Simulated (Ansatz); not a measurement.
Mulliken charges of H2In (`[InH2]`) radical from ωB97M-V/def2-TZVPP in Ansatz (PBE0-D4/def2-TZVP geometry).

```csv
atom,x (Å),y (Å),z (Å),charge (e)
In1,0.385,-0.425,0.150,0.231
H2,0.691,1.265,0.522,-0.115
H3,-1.087,-0.905,-0.685,-0.115
```

Problem. By hand: the dipole of these point charges (1 e Å = 4.8032 D).

Solution. Σ q r = (0.134, -0.140, 0.053) e Å, of length 0.201 e Å = 0.97 D.

Problem. How does the dipole of the full density compare? (An estimate is asked.)

Solution. Ansatz gave: (0.064, -0.067, 0.026) e Å, 0.46 D; the point charges give 2.11 times that, at 0° from its direction.

Point charges leave out the atoms' own dipoles, such as those of lone pairs, and Mulliken's split depends on the basis, so the two needn't agree.
